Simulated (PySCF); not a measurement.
C$_{3}$H$_{9}$ClGeO (SMILES C[O][Ge]([CH3])([CH3])[Cl]), singlet, at a GFN2-xTB geometry; DF-HF/def2-SV(P) (PySCF).

PySCF was given this input:
```python
from pyscf import gto, scf

mol = gto.M(
    atom='''
C     2.49150028   -0.00179715   -0.65492045
O     1.25339447   -0.67085803   -0.73597767
Ge   -0.32490791   -0.06843478   -0.17943878
C    -0.85234141    1.59070044   -1.16786850
C    -1.46535352   -1.68091895   -0.36147306
Cl   -0.07546202    0.46374212    1.87585238
H     2.67578181    0.38388018    0.35093529
H     3.26499084   -0.73050638   -0.90275162
H     2.54290500    0.82749082   -1.36525533
H    -1.84839740    1.90077108   -0.87129235
H    -0.84296326    1.40139261   -2.23639062
H    -0.15756662    2.39569055   -0.94415197
H    -2.48086583   -1.46353930   -0.04510811
H    -1.47677487   -2.00902980   -1.39503664
H    -1.06718972   -2.48089446    0.25499504
''',
    basis='def2-sv(p)',
    verbose=4,
    max_memory=1800,
)

mf = scf.RHF(mol)
mf = mf.density_fit(auxbasis='def2-universal-jkfit')
mf.kernel()
```

What the program printed (banner, timings and long lists left out):

```
PySCF version 2.14.0

[INPUT] verbose = 4
[INPUT] num. atoms = 15
[INPUT] num. electrons = 84
[INPUT] charge = 0
[INPUT] spin (= nelec alpha-beta = 2S) = 0
[INPUT] symmetry False subgroup None
[INPUT] Mole.unit = angstrom
[INPUT] Symbol           X                Y                Z      unit          X                Y                Z       unit  Magmom
[INPUT]  1 C      2.491500280000  -0.001797150000  -0.654920450000 AA    4.708253168477  -0.003396121305  -1.237620283877 Bohr   0.0
[INPUT]  2 O      1.253394470000  -0.670858030000  -0.735977670000 AA    2.368572274344  -1.267737945165  -1.390796230096 Bohr   0.0
[INPUT]  3 Ge    -0.324907910000  -0.068434780000  -0.179438780000 AA   -0.613986965605  -0.129322991595  -0.339090150326 Bohr   0.0
[INPUT]  4 C     -0.852341410000   1.590700440000  -1.167868500000 AA   -1.610691829526   3.005988177825  -2.206951614507 Bohr   0.0
[INPUT]  5 C     -1.465353520000  -1.680918950000  -0.361473060000 AA   -2.769116828467  -3.176476453091  -0.683085084808 Bohr   0.0
[INPUT]  6 Cl    -0.075462020000   0.463742120000   1.875852380000 AA   -0.142602550606   0.876345599225   3.544847248314 Bohr   0.0
[INPUT]  7 H      2.675781810000   0.383880180000   0.350935290000 AA    5.056494789993   0.725428404849   0.663171585545 Bohr   0.0
[INPUT]  8 H      3.264990840000  -0.730506380000  -0.902751620000 AA    6.169938486814  -1.380456990447  -1.705953320307 Bohr   0.0
[INPUT]  9 H      2.542905000000   0.827490820000  -1.365255330000 AA    4.805394010787   1.563731020392  -2.579958663803 Bohr   0.0
[INPUT] 10 H     -1.848397400000   1.900771080000  -0.871292350000 AA   -3.492964855358   3.591936766694  -1.646503915929 Bohr   0.0
[INPUT] 11 H     -0.842963260000   1.401392610000  -2.236390620000 AA   -1.592969694471   2.648248225889  -4.226165779346 Bohr   0.0
[INPUT] 12 H     -0.157566620000   2.395690550000  -0.944151970000 AA   -0.297757758173   4.527199018709  -1.784188643269 Bohr   0.0
[INPUT] 13 H     -2.480865830000  -1.463539300000  -0.045108110000 AA   -4.688156970492  -2.765688449538  -0.085241973897 Bohr   0.0
[INPUT] 14 H     -1.476774870000  -2.009029800000  -1.395036640000 AA   -2.790700051940  -3.796516098090  -2.636237183333 Bohr   0.0
[INPUT] 15 H     -1.067189720000  -2.480894460000   0.254995040000 AA   -2.016696293751  -4.688211073351   0.481870788723 Bohr   0.0

nuclear repulsion = 603.642660507643
number of shells = 62
number of NR pGTOs = 242
number of NR cGTOs = 124
basis = def2-sv(p)
ecp = {}

******** <class 'pyscf.df.df_jk.DFRHF'> ********
method = DFRHF
initial guess = minao
damping factor = 0
level_shift factor = 0
DIIS = <class 'pyscf.scf.diis.CDIIS'>
diis_start_cycle = 1
diis_space = 8
diis_damp = 0
SCF conv_tol = 1e-09
SCF conv_tol_grad = None
SCF max_cycles = 50
direct_scf = False
Set gradient conv threshold to 3.16228e-05
Initial guess from minao.
******** <class 'pyscf.df.df.DF'> ********
auxbasis = def2-universal-jkfit
init E= -2727.85691700901
  HOMO = -0.305222286774894  LUMO = 0.067400197648563  gap/eV = 10.13957
cycle= 1 E= -2727.96520439258  delta_E= -0.108  |g|= 0.635  |ddm|= 3.52
  HOMO = -0.373658156784426  LUMO = 0.128442773360503  gap/eV = 13.66286
cycle= 2 E= -2728.04435623727  delta_E= -0.0792  |g|= 0.381  |ddm|= 0.846
  HOMO = -0.41075079990812  LUMO = 0.14664295753384  gap/eV = 15.16746
cycle= 3 E= -2728.07087879331  delta_E= -0.0265  |g|= 0.0668  |ddm|= 0.325
  HOMO = -0.408769679896807  LUMO = 0.152054996325768  gap/eV = 15.26082
cycle= 4 E= -2728.07223234659  delta_E= -0.00135  |g|= 0.0163  |ddm|= 0.0986
  HOMO = -0.411256138085395  LUMO = 0.151350507158518  gap/eV = 15.30931
cycle= 5 E= -2728.072317548  delta_E= -8.52e-05  |g|= 0.00328  |ddm|= 0.0247
  HOMO = -0.411117616296297  LUMO = 0.151411017156104  gap/eV = 15.30718
cycle= 6 E= -2728.07232202679  delta_E= -4.48e-06  |g|= 0.00122  |ddm|= 0.00593
  HOMO = -0.411229890682949  LUMO = 0.151410036357148  gap/eV = 15.31021
cycle= 7 E= -2728.07232257697  delta_E= -5.5e-07  |g|= 0.000342  |ddm|= 0.00215
  HOMO = -0.411260471992548  LUMO = 0.151417481352121  gap/eV = 15.31125
cycle= 8 E= -2728.07232265419  delta_E= -7.72e-08  |g|= 8.88e-05  |ddm|= 0.000899
  HOMO = -0.411255327057332  LUMO = 0.151422262162125  gap/eV = 15.31124
cycle= 9 E= -2728.07232266003  delta_E= -5.84e-09  |g|= 2.2e-05  |ddm|= 0.000263
  HOMO = -0.411257096116774  LUMO = 0.151421930626865  gap/eV = 15.31128
cycle= 10 E= -2728.0723226603  delta_E= -2.78e-10  |g|= 6.1e-06  |ddm|= 5.52e-05
  HOMO = -0.411256838411727  LUMO = 0.151422191484904  gap/eV = 15.31128
Extra cycle  E= -2728.07232266032  delta_E= -1.86e-11  |g|= 2.66e-06  |ddm|= 1.08e-05
converged SCF energy = -2728.07232266032
```
